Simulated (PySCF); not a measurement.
## Computed properties of trifluoro(methoxy)methane (C₂H₃F₃O), SMILES COC(F)(F)F

trifluoro(methoxy)methane (C2H3F3O), SMILES FC(F)(F)OC. Geometry optimised at PBE0-D3(BJ)/def2-SVP. Other conformers were not sampled. All values are computed for the isolated molecule unless a solvent is named; none is compared with measurement here.

**Structure.** The optimised structure has Cs symmetry. All 21 harmonic modes at PBE0-D3(BJ)/def2-SVP (PySCF) are real, so it is a minimum. With heavy atoms numbered as in [CH3:1][O:2][C:3]([F:4])([F:5])[F:6], the shortest bond between them is C3–F5 at 1.318 Å and the longest C1–O2 at 1.417 Å.

**Vibrations.** The strongest infrared lines (harmonic, unscaled, degenerate partners summed) lie at 1366 cm⁻¹ (564 km/mol, C 72 %, F 11 %, O 9 %), 1232 cm⁻¹ (396 km/mol, C 79 %, F 20 %), 1302 cm⁻¹ (309 km/mol, C 62 %, O 18 %, H 12 %). The softest mode is at 91 cm⁻¹ and the zero-point energy is 36.5 kcal/mol.

**Electronic structure.** M06-2X/def2-TZVP (PySCF) places the frontier levels at -11.13 and 2.07 eV, a gap of 13.20 eV, and gives a dipole moment of 2.43 D and a mean polarisability of 30.7 bohr³. PBE/def2-TZVP (PySCF) at the same geometry gives -7.66 and 0.66 eV, so its gap is 4.88 eV narrower. An orbital gap is neither the optical nor the fundamental gap.

**Excitations.** TDDFT-CAM-B3LYP/def2-SVPD (PySCF) has S1 at 9.03 eV (137 nm, f = 0.009, weak); the most intense of the 10 singlets computed lies at 11.69 eV (f = 0.06). T1 (TDA) is at 8.85 eV. TDDFT-PBE/def2-SVPD (PySCF) puts S1 at 7.80 eV. No vertical singlet excitation falls in the visible range (under 3.1 eV).

**NMR.** GIAO shifts at B3LYP/pcSseg-1 (PySCF) (non-relativistic, atoms alike by connectivity averaged): ¹³C from 55.2 to 132.6 ppm against TMS; ¹H at 4.0 ppm against TMS; ¹⁹F at -92.0 ppm against CFCl3.

**Solvation.** SMD-ωB97X/6-31G* (PySCF) gives 1.2 kcal/mol in water, -0.6 kcal/mol in n-hexane, -0.8 kcal/mol in benzene (1 M in both phases, gas-phase geometry); of these solvents benzene holds the molecule best.
